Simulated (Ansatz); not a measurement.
Relaxation of BClFHO (5 atoms, charge 0, multiplicity 1), to a largest force component of 0.02 eV/Å in at most 50 steps.

Method: Ansatz 0.2.0, RKS PBE-D4/def2-SVP.

```xyz
5
Properties=species:S:1:pos:R:3
O 0.092 1.013 0.497
B -0.095 -0.347 0.103
F 0.806 -1.324 0.600
Cl -1.389 -0.858 -1.015
H -0.800 0.584 0.028
```

Problem. Where does it end, and by what steps?

Solution. The run converged. After 8 steps the energy has fallen by 2.871 eV; H5 moved furthest, 0.72 Å. Parted: B2–H5.

```csv
step,energy less start (eV),largest force component (eV/Å),accepted
0,0.0000,7.218,yes
1,-1.1324,4.264,yes
2,-2.0985,2.762,yes
3,-2.4177,3.034,yes
4,-2.8316,0.704,yes
5,-2.8494,0.728,yes
6,-2.8702,0.146,yes
7,-2.8710,0.088,yes
8,-2.8711,0.016,yes
```

```xyz
5
Properties=species:S:1:pos:R:3
O -0.059 0.783 0.479
B -0.080 -0.514 0.093
F 0.863 -1.331 0.549
Cl -1.320 -1.167 -1.002
H -0.790 1.297 0.092
```

Time of the run: 17 s on 1 thread of Arm Neoverse V1, with other jobs on the host, peak memory 0.15 GiB.
